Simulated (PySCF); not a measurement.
Input file for PySCF: D3(BJ) and D4 dispersion corrections on H3O3Si (SMILES O[Si](O)O).

```python
from pyscf import gto
from pyscf.dispersion import dftd3, dftd4

mol = gto.M(
    atom='''
    O    -0.47359602    0.64363853   -1.32885097
    Si   -0.32042052   -0.24665171    0.04866845
    O    -0.18622106    0.79219528    1.32005134
    O     1.07467587   -1.11659871   -0.05393323
    H    -1.22091395    1.24595563   -1.39003588
    H    -0.03711791    0.41380290    2.19160632
    H     1.16359358   -1.73234192   -0.78740603
    ''',
    basis='def2-svp',
    charge=0, spin=1, verbose=0, max_memory=1800)
d3, d4 = {}, {}
for xc in ['hf', 'pbe', 'blyp', 'revpbe', 'tpss', 'r2scan', 'b3lyp', 'pbe0', 'bhlyp', 'camb3lyp', 'b2plyp']:
    d3[xc] = float(dftd3.DFTD3Dispersion(mol, xc=xc, version='d3bj', atm=False).get_dispersion()['energy'])
    print(f'D3(BJ) {xc:10s} {d3[xc]:14.8f} Eh')
for xc in ['hf', 'pbe', 'blyp', 'revpbe', 'tpss', 'r2scan', 'b3lyp', 'pbe0', 'bhlyp', 'camb3lyp', 'b2plyp']:
    d4[xc] = float(dftd4.DFTD4Dispersion(mol, xc={'camb3lyp': 'cam-b3lyp'}.get(xc, xc), atm=True).get_dispersion()['energy'])
    print(f'D4     {xc:10s} {d4[xc]:14.8f} Eh')
```

The log:

```
D3(BJ) hf            -0.03757365 Eh
D3(BJ) pbe           -0.00407340 Eh
D3(BJ) blyp          -0.00894207 Eh
D3(BJ) revpbe        -0.01038166 Eh
D3(BJ) tpss          -0.00514662 Eh
D3(BJ) r2scan        -0.00107572 Eh
D3(BJ) b3lyp         -0.00733113 Eh
D3(BJ) pbe0          -0.00351793 Eh
D3(BJ) bhlyp         -0.00589456 Eh
D3(BJ) camb3lyp      -0.00319179 Eh
D3(BJ) b2plyp        -0.00344666 Eh
D4     hf            -0.01653966 Eh
D4     pbe           -0.00435223 Eh
D4     blyp          -0.00985249 Eh
D4     revpbe        -0.01412375 Eh
D4     tpss          -0.00589360 Eh
D4     r2scan        -0.00099837 Eh
D4     b3lyp         -0.00707855 Eh
D4     pbe0          -0.00361045 Eh
D4     bhlyp         -0.00523544 Eh
D4     camb3lyp      -0.00362342 Eh
D4     b2plyp        -0.00300275 Eh
```

The run finished.

Cost: around 0.05 core-seconds (rough).
